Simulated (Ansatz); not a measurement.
Basis-set extrapolation for C2H7FSi2 (`F[SiH2]C1C[SiH2]1`) (PBE0-D4/def2-TZVP geometry, frozen core, the Gaussian-basis code of Ansatz). Multiplicity 1, RHF reference.

|  | def2-TZVPP | def2-QZVPP |
| --- | --- | --- |
| HF | -757.240872 | -757.267686 |
| MP2 correlation | -0.834956 | -0.898993 |
| CCSD(T) correlation | -0.915556 | not run |

Energies in hartree. Use E(X) = E(∞) + A·exp(−7.88·√X) for Hartree–Fock and E(X) = E(∞) + B·X^(−2.97) for correlation, with X = 3 and 4, and add CCSD(T) minus MP2 of the smaller set to the MP2 limit.

Question: What is the CCSD(T) energy at the basis-set limit?

Answer: HF limit: -757.267686 + (-0.026814) × 0.13774 = -757.27138. MP2 limit: -0.898993 + (-0.064037) × 0.74074 = -0.94643. Higher-order term: -0.915556 − (-0.834956) = -0.08060. Total: -758.29841 hartree, 89.1 kcal/mol below CCSD(T)/def2-TZVPP.
